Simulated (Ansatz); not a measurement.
Computed with Ansatz on PBE0-D4/def2-TZVP structures; ΔE is electronic, products minus reactants. CBS: MP2 limit from def2 TZ/QZ plus the TZ coupled-cluster correction, frozen cores. This one scheme is used for every species. DFT in def2-TZVPP. Each species was taken in one conformer, which may not be the lowest.

Consider the ligand exchange at the Si–N bond: `FC1OCN1[SiH3]` + `SS` → `[SiH3]SS` + `FC1NCO1`.

| level | ΔE (eV) |
| --- | --- |
| PBE0-D4 | -0.15 |
| ωB97X-V | -0.07 |
| PBE | -0.17 |
| r2SCAN | -0.12 |
| MP2/def2-TZVPP | -0.08 |
| SCS-MP2/def2-TZVPP | -0.05 |
| SCS-MP2/def2-QZVPP | -0.05 |
| CCSD/CBS(def2) | -0.07 |

Question: What does CCSD(T)/CBS give? (Best estimate.)

Answer: The calculation gave: -0.09 eV. The listed levels differ from it by -0.06, 0.02, -0.08, -0.03, 0.01, 0.04, 0.04, 0.02 eV.

Largest T1 diagnostic among the species: 0.012.

In def2-TZVPP, CCSD(T) changes the Hartree–Fock value by −0.07 eV (the triples alone add −0.02 eV) and MP2 by −0.08 eV.
